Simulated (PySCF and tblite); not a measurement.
Values are calculated unless marked as measured or tabulated.
5 regioisomers of C6H7BN2O3:

```tsv
isomer	SMILES
A	[CH3:1][C:2](=[O:3])[c:4]1[cH:5][n:6][n:7][c:8]([B:9]([OH:10])[OH:11])[cH:12]1
B	[CH3:1][C:2](=[O:3])[c:4]1[cH:5][cH:6][n:7][n:8][c:9]1[B:10]([OH:11])[OH:12]
C	[CH3:1][C:2](=[O:3])[c:4]1[n:5][n:6][cH:7][cH:8][c:9]1[B:10]([OH:11])[OH:12]
D	[CH3:1][C:2](=[O:3])[c:4]1[cH:5][cH:6][c:7]([B:8]([OH:9])[OH:10])[n:11][n:12]1
E	[CH3:1][C:2](=[O:3])[c:4]1[cH:5][n:6][n:7][cH:8][c:9]1[B:10]([OH:11])[OH:12]
```

Each isomer is a Boltzmann average at 298.15 K over at most 4 conformers: GFN2-xTB geometries, energies PBE0/6-31G* (D3(BJ) added where defined), GFN2-xTB thermal terms. Programs: PySCF with density fitting and tblite.

(1) Rank the isomers by free energy at 298.15 K.

At least one structure keeps an imaginary mode at the tight-binding level. The search found a single conformer for at least one isomer; other rotamers may be missing.

Results:

(1) 
| isomer | ΔG (kcal/mol) | ΔE, lowest conformer | conformers | largest weight % | rms dipole (D) |
| --- | --- | --- | --- | --- | --- |
| D | 0.0 | 0.0 | 1 | 100 | 2.02 |
| A | 2.3 | 3.0 | 2 | 87 | 3.58 |
| C | 4.3 | 4.5 | 2 | 98 | 2.12 |
| B | 7.6 | 8.0 | 1 | 100 | 2.49 |
| E | 8.0 | 8.0 | 2 | 98 | 3.05 |
